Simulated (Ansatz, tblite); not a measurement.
Cost and result up the ladder for `N#CC1=C(c2cccnc2)C2C=CC1C2` (25 atoms). Charge 0, multiplicity 1. Geometry: r2SCAN-D4/def2-SVP.

```xyz
25

N     1.796   -2.498    1.958
C     1.416   -1.453    1.592
C     0.973   -0.179    1.190
C     0.026    0.157    0.260
C    -0.807   -0.689   -0.577
C    -1.032   -2.056   -0.304
C    -1.832   -2.794   -1.169
C    -2.393   -2.156   -2.283
N    -2.193   -0.865   -2.564
C    -1.428   -0.161   -1.732
C     0.070    1.699    0.171
C     1.434    2.073   -0.427
C     2.365    1.734    0.477
C     1.624    1.136    1.681
C     0.355    2.022    1.660
H    -0.590   -2.527    0.577
H    -2.028   -3.853   -0.982
H    -3.031   -2.714   -2.979
H    -1.273    0.892   -1.999
H    -0.811    2.167   -0.287
H     1.583    2.467   -1.434
H     3.451    1.789    0.380
H     2.190    1.049    2.618
H    -0.434    1.670    2.344
H     0.571    3.088    1.828
```

Ansatz on 4 threads of Arm Neoverse V1 on a shared host; xTB runs through tblite on one thread. Times are rough, summed over both states, and most runs start from the orbitals of an earlier one. PBE0-D4/def2-SVP serves as the yardstick here, not as an exact answer. The other state is a doublet.

The xTB rows come from tblite.

Raw xTB energies of ions are shifted by several eV.

```
           level  functions  wall time
        GFN2-xTB         70    0.039 s
        GFN1-xTB         80    0.049 s
 PBE-D4/def2-SVP        260       21 s
PBE0-D4/def2-SVP        260       32 s
```

Problem. Estimate what each level gives for the vertical IE (eV).

Solution. 
```json
{"level": "GFN2-xTB", "vertical IE (eV)": "12.93", "difference from PBE0-D4/def2-SVP (eV)": "4.64"}
{"level": "GFN1-xTB", "vertical IE (eV)": "13.77", "difference from PBE0-D4/def2-SVP (eV)": "5.49"}
{"level": "PBE-D4/def2-SVP", "vertical IE (eV)": "8.01", "difference from PBE0-D4/def2-SVP (eV)": "-0.27"}
{"level": "PBE0-D4/def2-SVP", "vertical IE (eV)": "8.28", "difference from PBE0-D4/def2-SVP (eV)": "0.00"}
```
